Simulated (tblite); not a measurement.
Computed values, GFN2-xTB/tblite, gas phase, harmonic and unscaled. Against measured fundamentals such values can be off by several per cent, at times by over 20. Modes of hydrogen on boron, phosphorus and silicon can be 10 to 20 % off. One conformer each. Open shells enter through the occupations alone, without spin polarisation, and single modes of such species can be off by tens of per cent. Thermal functions are those of the rigid rotor and harmonic oscillator, without mixing of conformers.

**Question.** Order these by their zero-point energy, highest first (kJ/mol).
A. `CO[CH-][C](F)OC` [radical]
B. `[BH3-][P+](F)(F)P`
C. `CN(C)C1=CC=CC12CCC2`
D. `C=C[C@@H](C)[C@@H]1O/C1=[C]\Cl` [radical]
E. `CN1C=CN(C)P1[SiH3]`

**Answer.** C (591.8), E (372.2), D (333.3), A (263.7), B (138.9).

| SMILES | atoms | mass (u) | symmetry number | modes under 300 cm⁻¹ | ZPE (kJ/mol) | S translation (J/(mol K)) | S rotation | S vibration | S spin | S | Cp |
| --- | --- | --- | --- | --- | --- | --- | --- | --- | --- | --- | --- |
| CN(C)C1=CC=CC12CCC2 | 26 | 149.12 | 1 | 8 | 591.8 | 163.0 | 120.1 | 78.9 | 0.0 | 362.0 | 130.2 |
| CN1C=CN(C)P1[SiH3] | 19 | 146.04 | 1 | 9 | 372.2 | 162.7 | 117.6 | 100.3 | 0.0 | 380.6 | 136.8 |
| C=C[C@@H](C)[C@@H]1O/C1=[C]\Cl | 17 | 143.03 | 1 | 9 | 333.3 | 162.5 | 121.6 | 95.0 | 5.8 | 384.8 | 121.8 |
| CO[CH-][C](F)OC | 14 | 106.04 | 1 | 7 | 263.7 | 158.7 | 111.8 | 76.5 | 5.8 | 352.8 | 105.7 |
| [BH3-][P+](F)(F)P | 10 | 115.99 | 1 | 6 | 138.9 | 159.8 | 109.2 | 61.6 | 0.0 | 330.6 | 98.2 |

Entropies and Cp are for 200 K and 1 bar.
